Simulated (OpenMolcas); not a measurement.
3s2 3p along the 13-electron sequence

| Property | Result |
| --- | --- |
| Program | OpenMolcas |
| Method | XMS-CASPT2, IPEA 0.25 Eh, imaginary shift 0.1 Eh |
| Basis | ANO-RCC-VTZP |
| Scalar Hamiltonian | DKH2, point nucleus |
| Spin-orbit coupling | state interaction with AMFI integrals over the reference wave functions, term energies averaged over their components |

Active space for each ion: 3 electrons in 4 orbitals (3s 3p); closed shells correlated by CASPT2: 2s 2p.

Computed levels in cm-1 above 2P* 1/2:

```
                                Level   Al  Si+  Ar5+
                              2P* 3/2  103  252  2030
weight of 2P* in the lowest level (%)  100  100   100
```

Measured, with the error of the calculation in %. Measured levels: Al, Si+ from NIST Handbook of Basic Atomic Spectroscopic Data; Ar5+ from Saloman, J. Phys. Chem. Ref. Data 39, 033101 (2010).

```json
{"Level": "2P* 3/2", "Al": "112 (-7.9)", "Si+": "287 (-12.2)", "Ar5+": "2208 (-8.0)"}
```

The fine-structure level 2P* 3/2 changes by a factor of 19.7 from Al to Ar5+. Its fourth root runs 3.19, 3.98, 6.71, with steps per unit of Z of 0.80, 0.68; equal steps would mean a (Z - σ)^4 law with constant σ.

Term energies are means over components that CASPT2 splits; among the terms shown or strongly mixed into the levels shown the widest spread is 16 cm-1 (3s2 3p 2P*, Ar5+). Over all roots computed the reference weight is 0.88 to 0.97 in Al, 0.86 to 0.99 in Si+, 0.85 to 0.99 in Ar5+; the roots of lowest weight are the least certain, and an intruder state may touch them. Computed and measured levels are paired by configuration, term and J; levels that our copy of the source lacks, or whose pairing is in doubt (as where it misses far off the trend of its configuration), stay unpaired and out of the deviations. Only configurations of the active space appear.

* marks odd parity.
